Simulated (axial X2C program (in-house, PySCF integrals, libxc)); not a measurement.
# Low determinants of AlMo at the PBE0 level, spin-free

Calculated with an in-house all-electron X2C program for linear molecules (integrals from PySCF). Spin-free means the one-electron spin-free X2C Hamiltonian. Basis: Mo dyall-cv3z [11s12p9d5f3g], Al dyall-v3z [8s8p2d1f] (cores contracted in-house); Gaussian nuclei, density fitting, unrestricted open shells. Masses: Mo 97.905 u, Al 26.982 u.

Search at 2.747 Å (vertical energies from the lowest determinant):

```
ΔE (eV)             state  electrons beyond evenly filled partner blocks  electrons in σ, π, δ, φ
   0.00  M_S = 5/2, Λ = 0                         σα, π+α, π-α, δ+α, δ-α                27 22 6 0
   0.38  M_S = 5/2, Λ = 1                2 × σα, π+α, π+β, π-α, δ+α, δ-α                26 23 6 0
   0.51  M_S = 7/2, Λ = 1                 2 × σα, 2 × π+α, π-α, δ+α, δ-α                26 23 6 0
   1.03  M_S = 7/2, Λ = 0                     3 × σα, π+α, π-α, δ+α, δ-α                27 22 6 0
   1.09  M_S = 3/2, Λ = 1                        π+α, π+β, π-α, δ+α, δ-α                26 23 6 0
   1.56  M_S = 5/2, Λ = 1                         2 × π+α, π-α, δ+α, δ-α                26 23 6 0
   1.57  M_S = 3/2, Λ = 0                         σβ, π+α, π-α, δ+α, δ-α                27 22 6 0
```

Lowest determinant, M_S = 5/2, Λ = 0 (beyond evenly filled blocks: σα, π+α, π-α, δ+α, δ-α): Re = 2.743 Å, ωe = 218.3 cm⁻¹.

The determinant in row 2 of the search, M_S = 5/2, Λ = 1 (beyond evenly filled blocks: 2 × σα, π+α, π+β, π-α, δ+α, δ-α), was followed along the bond at PBE0; measured from the minimum of the lowest determinant it gives:

Te = 0.297 eV (2396 cm⁻¹), Re = 2.534 Å, ωe = 252.5 cm⁻¹.

Question: Compare the bond of the determinant in row 2 with that of the lowest one.

Answer: At PBE0 its Re is 0.209 Å shorter and its force constant, which goes as ωe², is 1.34 times that of the lowest determinant. This determinant mixes spin states, so it has no term energy of its own.

The search compares states at one distance, so a state with another bond length can lie lower; it is not exhaustive and yields mostly the lowest determinant of each block pattern, so other components and higher states of one pattern are missing. These are energies of single determinants, not of spin-adapted states; PBE0 term energies can be off by some tenths of an eV, and the functional has no current term. The lowest determinant need not be the ground state where others lie within half an eV. Row 1 is spin-contaminated (⟨S²⟩ = 8.92 against 8.75), so its values are not those of a pure state. Row 2 is spin-contaminated (⟨S²⟩ = 9.28 against 8.75), so its values are not those of a pure state.
